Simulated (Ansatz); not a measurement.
Computed with Ansatz on PBE0-D4/def2-TZVP structures; ΔE is electronic, products minus reactants. CCSD(T)/CBS is the MP2 limit (def2-TZVPP, def2-QZVPP) plus CCSD(T) − MP2 in def2-TZVPP, frozen cores. DFT in def2-TZVPP. Each species was taken in one conformer, which may not be the lowest.

`[F][Al]([SH])[O][SiH3]` + `CB(C)N` → `[NH2][Al]([SH])[O][SiH3]` + `CB(C)F`  (redistribution)

| level | ΔE (eV) |
| --- | --- |
| B97M-V | 0.67 |
| r2SCANh-D4 | 0.69 |
| CAM-B3LYP-D4 | 0.70 |
| B2PLYP | 0.73 |
| PBE-QIDH | 0.72 |
| CCSD(T)/def2-SVP | 0.77 |
| CCSD/def2-TZVPP | 0.72 |
| CCSD(T)/def2-TZVPP | 0.72 |

Task: What does CCSD(T)/CBS give? (Estimate.)

Result: The calculation gave: +0.74 eV. The listed levels differ from it by -0.07, -0.05, -0.04, -0.01, -0.02, 0.03, -0.02, -0.02 eV.

Largest T1 diagnostic among the species: 0.012.

Leaving LDA and LC-ωPBE aside and taking each functional with its dispersion term where it has one, the values, not all of them listed here, spread over 0.06 eV, from B97M-V to revPBE-D4. In def2-TZVPP, CCSD(T) changes the Hartree–Fock value by +0.08 eV (the triples alone add +0.01 eV) and MP2 by +0.11 eV.
